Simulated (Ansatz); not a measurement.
C₂H₆Cl₂GeO (SMILES CC[O][GeH]([Cl])[Cl]), singlet, geometry from GFN2-xTB; CASSCF(2,2)/STO-3G in Ansatz (an electronic-structure program).

Input for Ansatz:
Ansatz 0.2 input:
```yaml
crystal:
  periodic: [false, false, false]
  atoms:
    - {symbol: Ge, position_ang: [0.39246088, 0.17602107, 0.57626833]}
    - {symbol: Cl, position_ang: [1.81785001, -1.28239652, 0.02562159]}
    - {symbol: Cl, position_ang: [0.72241763, 1.90333519, -0.59311540]}
    - {symbol: O, position_ang: [-1.22114042, -0.41562916, 0.31916482]}
    - {symbol: C, position_ang: [-1.90074770, -0.77401768, -0.87765814]}
    - {symbol: C, position_ang: [-3.39649095, -0.75749685, -0.60814896]}
    - {symbol: H, position_ang: [0.32535069, 0.42928421, 2.05673639]}
    - {symbol: H, position_ang: [-1.65483027, -0.06952645, -1.68081996]}
    - {symbol: H, position_ang: [-1.58113425, -1.77542374, -1.18755664]}
    - {symbol: H, position_ang: [-3.70904235, 0.23979074, -0.31007226]}
    - {symbol: H, position_ang: [-3.93600927, -1.04924397, -1.50501459]}
    - {symbol: H, position_ang: [-3.63507717, -1.44939176, 0.19505916]}
basis:
  gaussian:
    orbitals: STO-3G
hamiltonian:
  xc: hf
magnetization: {spin_polarized: false}
correlation: {active_space: {window: {electrons: 2, orbitals: 2}}}
```

Q: What does Ansatz print? Leave out banner, timings and long lists.

A: 
```
Functional definition: HF
683 factors; integrals over basis functions are off by at most 4.1e-5 eV
mean field evaluation 1: about -84711.7622 eV, gradient 2.5e1 eV
mean field evaluation 2: about -84711.9640 eV, gradient 2.5e1 eV
mean field evaluation 4: about -84714.7683 eV, gradient 1.9e0 eV
mean field evaluation 8: about -84714.7852 eV, gradient 3.2e-2 eV
mean field -84714.78518733 eV, -3113.2109338906 hartree, gradient 2.6e-6 eV, S^2 0.000000; 0 other end points of the search recorded, 0 dependent functions left out
reference -84714.78518733 eV, -3113.2109338906 hartree; 46, 46 occupied and 11, 11 virtual orbitals, 683 factors
state -84715.17202304 eV, -3113.2251498409 hartree
Total energy: -84715.17202304 eV, -3113.2251498409 hartree
```
